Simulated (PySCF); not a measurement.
H₆F₂Si₃, singlet, at a GFN2-xTB geometry. Base run: PBE0/6-31G (PySCF).

Here is a job for PySCF.
```python
from pyscf import gto, scf, dft, solvent

mol = gto.M(
    atom='''
Si   -2.348445   -0.452623    0.355409
Si   -0.506360   -0.490611   -1.065132
Si    1.453653    0.290461   -0.156799
F     1.196995    1.777773    0.400121
F     1.709874   -0.481812    1.231119
H    -2.123559   -1.270693    1.550456
H    -3.557028   -0.970218   -0.295994
H    -2.655042    0.907827    0.806093
H    -0.751367    0.284787   -2.295827
H    -0.236207   -1.850824   -1.568217
H     2.777513    0.374287   -0.746365
''',
    basis='6-31g',
    charge=0,
    spin=0,
    verbose=4,
)

mf = dft.RKS(mol)
mf.xc = 'pbe0'
mf.kernel()
```

Base: dipole (D) 3.18; HOMO-LUMO gap (eV) 8.06.

A changed run: ΔE vs base (kJ/mol) -21.48; dipole (D) 3.81; HOMO-LUMO gap (eV) 8.17.

What was changed between the two runs?
(A) model = IEF-PCM; solvent = acetonitrile; vdw_scale = 1.4
(B) model = IEF-PCM; solvent = acetonitrile; vdw_scale = 1.0
(C) model = SS(V)PE; solvent = acetonitrile
(D) model = IEF-PCM; solvent = acetonitrile; r_probe = 0.5
(E) model = IEF-PCM; solvent = acetonitrile; vdw_scale = 1.1

C, model = SS(V)PE; solvent = acetonitrile

The base is the gas phase, so ΔE is the electrostatic part of solvation at a fixed geometry, without cavity and dispersion terms.
